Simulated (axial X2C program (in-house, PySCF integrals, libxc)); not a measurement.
# Which molecule has these constants?

Calculated with an in-house all-electron X2C program for linear molecules (integrals from PySCF), spin-free (one-electron X2C) or two-component (2c: spin–orbit coupling with atomic mean-field Coulomb and Gaunt terms, which also bring small scalar terms), in Dyall basis sets with cores contracted in-house; open shells are unrestricted.

A two-component PBE0 calculation in a Dyall 3-zeta basis gave Re = 1.487 Å, ωe = 1432.7 cm⁻¹, De = 6.29 eV, Ω = 1/2.

Question: Which molecule is it?
A. CO⁺
B. CS⁺
C. CSe⁺

Answer: B. The others have CSe⁺ 1.621 Å and 1142.6 cm⁻¹ (Ω = 1/2); CO⁺ 1.106 Å and 2330.4 cm⁻¹ (Ω = 1/2).

Each entry is the lowest single determinant of a limited PBE0 search at one distance. De goes to single-determinant-based atoms at the same level (for ions the charge split of lowest energy) and is withheld (n/a) where an atom does not fit its ground term or J level. Main or longest-lived isotopes. One determinant is a doubtful description, or other states lie close, for CS⁺, CSe⁺; these need not be ground states, and all values refer to the states named. Some light 2c atoms are not at their ground J level, so De misses part of their lowering (0.04 eV or less). The functionals have no current term, which raises determinants with orbital currents.
